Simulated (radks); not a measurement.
The molybdenum ion Mo+ inside a hard spherical wall (all orbitals vanish at R), configuration held at [Kr] 4d5 and not refilled when levels cross. Method: scalar-relativistic Kohn-Sham, r2SCAN, spin-polarised, spherical densities, finite nucleus; open shells are filled with parallel spins first (spin-orbit coupling, left out, can overturn this in heavy ions); meta-GGA in the generalised Kohn-Sham scheme; Fermi nuclear charge, rms radius 4.4091 fm; computed with a radial shooting solver on a logarithmic mesh with Libxc functionals. Eigenvalues in eV for spin up, with the zero of energy where the potential of the charges vanishes at infinity; a dash marks a level that is unbound or too diffuse for the functional's potential to be trusted. A positive occupied level is held by the wall or, in an anion where self-interaction has pushed it up, behind a barrier. The pressure on the wall is -dE/dV.

| R (bohr) | E (hartree) | kinetic (hartree) | e(3d) | e(4s) | e(4p) | e(4d) | e(5s, empty) | e(5p, empty) | pressure (GPa) |
|---|---|---|---|---|---|---|---|---|---|
| free | -4049.08688 | 4175.025 | -229.66 | -73.788 | -47.494 | -11.589 | -10.120 | -5.755 | 0 |
| 20 | -4049.08688 | 4175.025 | -229.66 | -73.788 | -47.494 | -11.589 | -10.120 | -5.755 | < 0.0001 |
| 10 | -4049.08687 | 4175.025 | -229.66 | -73.787 | -47.493 | -11.588 | -10.118 | -5.723 | 0.000336 |
| 8 | -4049.08664 | 4175.028 | -229.64 | -73.768 | -47.475 | -11.571 | -10.079 | -5.527 | 0.0143 |
| 7 | -4049.08566 | 4175.037 | -229.57 | -73.706 | -47.416 | -11.519 | -9.960 | -5.160 | 0.0941 |
| 6 | -4049.08080 | 4175.076 | -229.33 | -73.487 | -47.208 | -11.326 | -9.533 | -4.206 | 0.628 |
| 5 | -4049.05716 | 4175.226 | -228.50 | -72.775 | -46.536 | -10.672 | -8.061 | -1.628 | 4.40 |
| 4 | -4048.93876 | 4175.836 | -225.91 | -70.674 | -44.567 | -8.515 | -2.873 | 5.972 | 35.5 |
| 3.5 | -4048.74165 | 4176.766 | -222.92 | -68.419 | -42.430 | -5.895 | 3.868 | 14.917 | 115 |
| 3 | -4048.22160 | 4179.156 | -217.15 | -64.335 | -38.404 | -0.620 | 18.033 | 32.433 | 435 |
